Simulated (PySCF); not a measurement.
Al(Me)(NH2)(NMe2), SMILES C[N](C)[Al]([CH3])[NH2] (C3H11AlN2), singlet (GFN2-xTB optimised geometry):

```
17

Al    -0.615     0.070     0.000
C     -1.593     1.804     0.000
H     -1.371     2.417     0.877
H     -2.670     1.621    -0.001
H     -1.369     2.418    -0.875
N     -1.491    -1.480     0.000
H     -2.500    -1.545    -0.004
H     -1.115    -2.418     0.005
N      1.192     0.070     0.000
C      1.983     1.285     0.007
C      2.024    -1.115    -0.006
H      2.628     1.336     0.894
H      2.629     1.345    -0.879
H      1.315     2.146     0.011
H      2.670    -1.145    -0.893
H      2.670    -1.155     0.881
H      1.386    -1.998    -0.011
```

Method: PBE0/def2-SVP in PySCF.

Question: What are the frontier orbital energies and the dipole moment?

Answer: HOMO-2 -8.01 eV, HOMO-1 -7.07 eV, HOMO -5.74 eV, LUMO 0.69 eV, LUMO+1 1.03 eV; dipole moment 0.82 D.

On the same geometry PBE/def2-SVP run with PySCF gives HOMO-2 -6.65 eV, HOMO-1 -5.61 eV, HOMO -4.43 eV, LUMO -0.13 eV, LUMO+1 0.24 eV; dipole moment 0.87 D.

Meta-Löwdin charges at PBE0/def2-SVP: Al1 0.82, C2 -0.60, H3 0.11, H4 0.11, H5 0.11, N6 -0.69, H7 0.21, H8 0.21, N9 -0.44, C10 -0.18, C11 -0.18, H12 0.08, H13 0.08, H14 0.10, H15 0.08, H16 0.08, H17 0.09.
